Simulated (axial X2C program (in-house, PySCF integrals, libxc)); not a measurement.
**RuP⁺: from the spin-free to the two-component result**

All values were computed with an axial X2C code built on PySCF integrals. Spin-free means the one-electron spin-free X2C Hamiltonian; two-component (2c) means X2C with spin–orbit coupling and atomic mean-field two-electron Coulomb and Gaunt terms, so the difference of the two also holds small scalar two-electron terms. Basis: Ru dyall-cv3z [12s12p8d5f3g], P dyall-v3z [8s7p2d1f] (cores contracted in-house); Gaussian nuclei, density fitting, unrestricted open shells. Masses: Ru 101.904 u, P 30.974 u.

Spin-free state: M_S = 0, Λ = 0 (closed shell); fragments Ru+ + P.

```
 level  Re (Å)  ωe (cm⁻¹)  De (eV)  μ (D)
  PBE0   1.948      659.8    2.771   0.20
PBEsol   1.967      631.5    4.679   0.37
```

Dipoles are positive if P is the positive end and refer to the centre of mass.

Two-component determinant lowest at the distance of the search:

Ω = 2 (⟨Sz⟩ = 1.00, ⟨Lz⟩ = 1.00 at PBE0); fragments Ru+ + P.

```tsv
level	Re (Å)	ωe (cm⁻¹)	μ (D)
PBE0	2.155	401.9	-0.79
PBEsol	2.125	454.3	-0.36
```

(1) From the two tables, how do the constants change at the PBE0 level (2c against spin-free)?

Closed shells are restricted here (equal orbitals for both partners); the stretched side of such a curve lies too high. De is counted from the lowest determinant-based energies of the atoms at the same level, without counterpoise correction. De is not given where an atomic determinant may have missed its ground term or J level, or where the truncated virtual space spoils (T). Density functionals use the spin component along the axis (collinear). The functionals have no current-density term, which raises determinants with orbital currents, atoms included. The state is one determinant with fixed occupations, lowest in a PBE0 search at one distance only: followed along the bond, the 2c determinant Ω = 3 reaches 0.92 eV lower at PBE0, at Re = 1.953 Å, so the state shown is not the lowest. With several unpaired electrons one determinant need not be a pure state. Open-shell Ω = 0 determinants with evenly filled partner blocks cannot be reached by this program, so the Ω shown need not be the lowest component. At some level and bond length an empty orbital lies below a filled one.

Results:

(1) At the PBE0 level Re rises by 0.207 Å and ωe goes down by 257.9 cm⁻¹. The two determinants differ in configuration, so these shifts compare two states and are not the spin–orbit effect on one state.
